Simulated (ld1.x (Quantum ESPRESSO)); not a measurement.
**What one change does to a pseudopotential (nitrogen (N), PAW)**

* Element: N
* Generator: ld1.x (Quantum ESPRESSO) 7.5
* Type: PAW
* Functional: LDA (PZ)
* Relativity: scalar-relativistic
* Frozen core: [He]
* Valence charge: 5
* Reference configuration: 2s2 2p2 (charge +1)
* Partial waves: 2s (bound): rcut 0.85, rcutus 0.90 bohr; 2s channel at -1.2 Ry: rcut 0.85, rcutus 0.90 bohr; 2p (bound): rcut 1.60, rcutus 1.90 bohr; 2p channel at 0.3 Ry: rcut 1.60, rcutus 1.90 bohr; 3d channel at 0.4 Ry: rcut 1.50, rcutus 1.70 bohr; 3d channel at 1.9 Ry: rcut 1.50, rcutus 1.70 bohr
* Local potential: all-electron potential smoothed inside 1.25 bohr (lloc = -1)
* Core correction: a·sin(br)/r model core inside 0.80 bohr
* Augmentation charge: BESSEL, radius 0.95 bohr

Change: waves 2p (bound): rcut 1.60, rcutus 1.88 bohr; 2p channel at 0.3 Ry: rcut 1.60, rcutus 1.88 bohr.

Cutoffs: the cutoffs (Ry, on a coarse ladder) from which the occupation-weighted sum of valence levels, in a spherical-Bessel basis at the reference potential, stays within 10 and 1 mRy of its value at 400 Ry; they do not see the model core or the augmentation charge, which bear on the density cutoff. Errors are all-electron minus pseudo energies relative to the spin-unpolarised reference configuration.

How do hardness, ghosts and transferability respond?

The potential gets neither clearly harder nor softer (35 Ry and 50 Ry → 35 Ry and 50 Ry); of the 9 tests that both files solve, the error grows in 0 and shrinks in 9 by more than 15 % and 0.3 meV (median size 116.4 → 76.2 meV); neither file shows a bound ghost. Less of the atom is replaced, so other configurations are described better.

| quantity | base | changed |
| --- | --- | --- |
| cutoff, loose | 35 Ry | 35 Ry |
| cutoff, tight | 50 Ry | 50 Ry |
| bound ghosts | none | none |
| error for 2s2 2p3, meV [ΔE -13.73 eV] | +129 | +76 |
| error for 2s2 2p1, meV [ΔE 28.97 eV] | +108 | +73 |
| error for 2s2 2p0, meV [ΔE 76.13 eV] | +243 | +185 |
| error for 2s2 2p2.5, meV [ΔE -8.57 eV] | +34 | +21 |
| error for 2s1 2p4, meV [ΔE -2.53 eV] | +332 | +189 |
| error for 2s1 2p0, meV [ΔE 153.61 eV] | +116 | +84 |
| error for 2s1 2p3, meV [ΔE 11.45 eV] | +54 | +35 |
| error for 2s2 2p2 (spin-polarised), meV [ΔE -1.69 eV] | +45 | +33 |
| error for 2s2 2p3 (spin-polarised), meV [ΔE -16.62 eV] | +235 | +141 |
| s: phases at 2.06 bohr within 0.05 rad from the reference energy up to (Ry; the scan ends near 5) | to the end of the scan | to the end of the scan |
| p: phases at 2.06 bohr within 0.05 rad from the reference energy up to (Ry; the scan ends near 5) | 1.6 | 1.7 |
| d: phases at 2.06 bohr within 0.05 rad from the reference energy up to (Ry; the scan ends near 5) | to the end of the scan | to the end of the scan |
| lowest overlap eigenvalue by channel | s 0.51, p 0.25, d 0.81 | s 0.51, p 0.30, d 0.81 |
